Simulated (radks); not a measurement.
Results of a calculation; reference values are marked as such.
Question: The table gives one normalised radial function P(r) = r R(r) of Er+ in [Xe] 4f12 6s1 (r in bohr). Code: a radial shooting solver on a logarithmic mesh with Libxc functionals. Model: scalar-relativistic Kohn-Sham, PBE, spin-unpolarised, spherical densities, point nucleus.

r,P
0.002942,0.0337
0.003988,0.0403
0.005404,0.0465
0.007383,0.0511
0.01001,0.0514
0.01367,0.0443
0.01853,0.0269
0.02511,-0.0026
0.0343,-0.0414
0.04649,-0.0742
0.06351,-0.0784
0.08607,-0.0325
0.1167,0.0533
0.1594,0.1170
0.216,0.0711
0.2927,-0.0761
0.3999,-0.1724
0.542,-0.0608
0.7404,0.1801
1.003,0.2825
1.36,0.1105
1.858,-0.2456
2.518,-0.5315
3.412,-0.5924
4.662,-0.4237
6.318,-0.1941
8.632,-0.0486
11.7,-0.0060

Which n and l does it have? It may be an empty orbital.

Answer: n = 6, l = 0: the number of nodes gives n - l - 1 = 5, the rise at small r (about r^(l+1), flatter next to the nucleus through relativity) gives l, and the extent must fit the shell. The curve is that of 6s. 6s: eigenvalue -9.058 eV, 5 radial nodes at r = 0.0245, 0.0974, 0.253, 0.588, 1.51 bohr, <r> = 3.63 bohr, 90 % of the charge inside 5.30 bohr.
